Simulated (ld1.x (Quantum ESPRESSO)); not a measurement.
## u(r) = r·R(r): atom against pseudo-atom (lithium (Li))

Columns: radius, all-electron u(r) and pseudo u(r) of the 2s shell (level -2.88 eV) of lithium in the configuration [He] 2s1 2p0; LDA (PZ), non-relativistic, RRKJ scheme, ld1.x (Quantum ESPRESSO) 7.5.

| r (bohr) | all-electron | pseudo |
| --- | --- | --- |
| 0.210 | 0.1796 | -0.0182 |
| 0.420 | 0.1741 | -0.0411 |
| 0.630 | 0.0986 | -0.0726 |
| 0.840 | 0.0012 | -0.1141 |
| 1.050 | -0.0974 | -0.1651 |
| 1.260 | -0.1878 | -0.2226 |
| 1.470 | -0.2666 | -0.2825 |
| 1.680 | -0.3332 | -0.3401 |
| 1.890 | -0.3878 | -0.3913 |
| 2.100 | -0.4312 | -0.4337 |
| 2.310 | -0.4644 | -0.4661 |
| 2.520 | -0.4882 | -0.4891 |
| 2.730 | -0.5037 | -0.5040 |
| 2.940 | -0.5120 | -0.5120 |
| 3.150 | -0.5141 | -0.5141 |
| 3.360 | -0.5109 | -0.5109 |
| 3.570 | -0.5032 | -0.5032 |
| 3.780 | -0.4920 | -0.4920 |
| 3.990 | -0.4779 | -0.4779 |
| 4.200 | -0.4615 | -0.4615 |
| 4.410 | -0.4434 | -0.4434 |
| 4.620 | -0.4241 | -0.4241 |
| 4.830 | -0.4040 | -0.4040 |
| 5.040 | -0.3834 | -0.3834 |
| 5.250 | -0.3627 | -0.3627 |
| 5.460 | -0.3420 | -0.3420 |

Q: How many radial nodes do the two functions have?

A: The all-electron 2s function has n − l − 1 = 1; the pseudo-wave has 0, since the states of the same l below it are removed with the core.

Q: At about which radius was the pseudo-wave matched?

A: 3.00 bohr. The columns agree to 0.0005 from 2.73 bohr on; several derivatives are matched, so the curves merge somewhat inside the radius.

Q: Is the pseudo-wave norm-conserving?

A: Yes: the RRKJ scheme keeps the norm inside the radius equal to the all-electron one, which fixes the energy derivative of the logarithmic derivative at the level.
